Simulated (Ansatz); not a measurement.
Mulliken charges of `C#C[Si](F)F` radical from PBE/def2-TZVPP in Ansatz (PBE0-D4/def2-TZVP geometry).

```csv
atom,x (Å),y (Å),z (Å),charge (e)
C1,-0.086,0.313,1.696,0.015
C2,-0.085,0.112,0.506,-0.290
Si3,-0.336,-0.089,-1.273,0.544
F4,-0.156,-1.617,-1.664,-0.242
F5,0.772,0.733,-2.061,-0.242
H6,-0.066,0.483,2.749,0.215
```

By hand: the dipole of these point charges (1 e Å = 4.8032 D).

Σ q r = (-0.323, 0.242, 0.679) e Å, of length 0.790 e Å = 3.79 D.

How does the dipole of the full density compare? (Best estimate.)

Computed: (-0.158, 0.126, 0.380) e Å, 2.07 D; the point charges give 1.83 times that, at 3° from its direction.

Point charges leave out the atoms' own dipoles, such as those of lone pairs, and Mulliken's split depends on the basis, so the two needn't agree.
